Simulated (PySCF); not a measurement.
## Radial density of Sm⁺ (samarium, charge +1)

M06-L, [Xe] 4f6 5d1, one real determinant (an excited configuration). Calculation: PySCF 2.14, in x2c-TZVPPall (11s7p7d4f2g, 113 functions); scalar relativity by spin-free X2C-1e.

```
r (bohr)  4πr²ρ (e/bohr)  4πr²(ρα − ρβ)
  0.0264           72.99         0.0050
  0.0445           85.81         0.0096
  0.0748           108.2         0.0055
   0.126           80.67         0.0720
   0.212           94.14         0.7635
   0.356           39.78         3.5620
   0.599           44.02         6.3686
    1.01           14.94         4.2013
    1.69           6.983         1.4255
    2.85           1.113         0.3844
    4.79          0.1024         0.0981
    8.06        0.003109         0.0031
    13.6       1.298e-05         0.0000
```

Densities and radii are taken from the X2C orbitals without a picture-change correction, which distorts them close to the nucleus.

⟨L²⟩ = 18.09 against 30 for a pure H term, so this real determinant mixes terms. Spin-orbit coupling, absent here, splits the open shell strongly.
